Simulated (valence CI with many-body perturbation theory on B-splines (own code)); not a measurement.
## Forbidden lines of Zr XXVI

Computed by valence CI with perturbative core correlation (CI+MBPT): five valence electrons over a frozen Dirac-Fock core [Ne], a basis of 11 s, 11 p, 10 d, 8 f, 5 g, 2 h functions for each j, with the one-electron correlation potential Σ1 (screened to all orders), the two-electron term Σ2, the three-electron term Σ3, Breit, model QED; selected single and double excitations, second order for the rest, scaled by the run's own slope (own B-spline code, finite nucleus).

No measured levels were compared; by estimate levels of excited configurations hold to 0.05 to 0.15 % of their energy, terms of the ground configuration to about 0.5 %. Among the levels kept, up to 3700 cm⁻¹ of a level comes from second order outside the variational space, and about a tenth of that is noise between levels of different J, which matters for small intervals.

Lines 1 to 16 of 16 in falling wavelength, among levels below 287.87 eV, chosen from the decays that carry over 1 % of a level's rate. Wavelengths and rates use the calculated energies, so an error of 500 cm⁻¹ moves a line at 1076 Å by 0.54 % and its rate by three times that or more. Electric multipoles are in the length gauge, E1 and E2 with the static RPA response of the core. S is in atomic units (e²a₀⁴ for E2 and M2, e²a₀⁶ for E3), for M1 in squared Bohr magnetons. Weak lines are less certain than strong ones. Lines between different terms over intervals too small for the method are left out, as are lines whose strength nearly cancels.

Names give the largest LS component (configuration and term), which can be under half, so a name can repeat, a term be missing and a line seem to break the LS rules; names also repeat where a configuration has a term twice. Letters in brackets count levels of one name in rising energy.

| λ vac (Å) | Upper | Lower | Type | A (s⁻¹) | S (a.u.) |
| --- | --- | --- | --- | --- | --- |
| 2541 | 3s2 3p3 2D°_5/2 | 3s2 3p3 2D°_3/2 | M1 | 3.74e+02 | 1.36e+00 |
| 2295 | 3s2 3p2 3d 4F_9/2 | 3s2 3p2 3d 4F_7/2 | M1 | 1.67e+03 | 7.46e+00 |
| 1215 | 3s2 3p2 3d 2G_9/2 | 3s2 3p2 3d 2G_7/2 | M1 | 6.12e+03 | 4.07e+00 |
| 1076 | 3s2 3p3 2P°_1/2 | 3s2 3p3 2D°_3/2 | M1 | 9.80e+02 | 9.05e-02 |
| 846.4 | 3s2 3p3 2P°_3/2 | 3s2 3p3 2P°_1/2 | M1 | 9.20e+03 | 8.27e-01 |
| 811.7 | 3s2 3p3 2D°_3/2 | 3s2 3p3 4S°_3/2 | M1 | 3.89e+04 | 3.08e+00 |
| 639.8 | 3s2 3p2 3d 2G_9/2 | 3s2 3p2 3d 4F_9/2 | M1 | 2.72e+04 | 2.64e+00 |
| 615.2 | 3s2 3p3 2D°_5/2 | 3s2 3p3 4S°_3/2 | M1 | 7.21e+03 | 3.73e-01 |
| 582.2 | 3s2 3p3 2P°_3/2 | 3s2 3p3 2D°_5/2 | M1 | 2.29e+04 | 6.71e-01 |
| 533.4 | 3s2 3p2 3d 2G_9/2 | 3s2 3p2 3d 2F_7/2 [a] | M1 | 7.41e+03 | 4.17e-01 |
| 500.3 | 3s2 3p2 3d 2G_9/2 | 3s2 3p2 3d 4F_7/2 | M1 | 2.13e+04 | 9.90e-01 |
| 473.7 | 3s2 3p3 2P°_3/2 | 3s2 3p3 2D°_3/2 | M1 | 1.10e+05 | 1.73e+00 |
| 462.6 | 3s2 3p3 2P°_1/2 | 3s2 3p3 4S°_3/2 | M1 | 5.67e+04 | 4.16e-01 |
| 299.1 | 3s2 3p3 2P°_3/2 | 3s2 3p3 4S°_3/2 | M1 | 6.89e+03 | 2.73e-02 |
| 280.3 | 3s2 3p2 3d 4F_9/2 | 3s 3p4 4P_5/2 | E2 | 1.60e+02 | 2.48e-03 |
| 119.1 | 3s2 3p2 3d 4F_9/2 | 3s2 3p3 2D°_5/2 | M2 | 4.52e+02 | 9.69e-05 |
